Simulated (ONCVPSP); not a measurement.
Transferability test, ONCV potential for chlorine (Cl)

* Element: Cl (Z = 17)
* Generator: ONCVPSP 4.0.1
* Type: optimised norm-conserving Vanderbilt (ONCV)
* Functional: PBE
* Relativity: scalar-relativistic
* Frozen core: [Ne]
* Valence charge: 7
* Reference configuration: 3s2 3p3 (charge +2)
* Partial waves: 3s: rc 1.15 bohr, ncon 3, nbas 7, qcut 6.9 1/bohr, 2 projectors, debl 2.2 Ha; 3p: rc 1.05 bohr, ncon 4, nbas 7, qcut 7.6 1/bohr, local; d scattering state at 0.31 Ha: rc 1.05 bohr, ncon 3, nbas 7, qcut 8.1 1/bohr, 1 projector
* Local potential: the p channel
* Core correction: none

Energies are relative to the spin-unpolarised reference configuration 3s2 3p3; without spin polarisation the order of configurations can differ from experiment.

(1) Give the all-electron excitation energy and the error of the potential for: 3s2 3p5; 3s2 3p4; 3s2 3p2; 3s2 3p1.

Results:

(1)

```
valence configuration  charge  ΔE all-electron (eV)  error AE − PS (meV)
              3s2 3p5       0               -39.322                  +22
              3s2 3p4      +1               -25.447                 +8.7
              3s2 3p2      +3                38.307                  +11
              3s2 3p1      +4                90.550                  +66
```
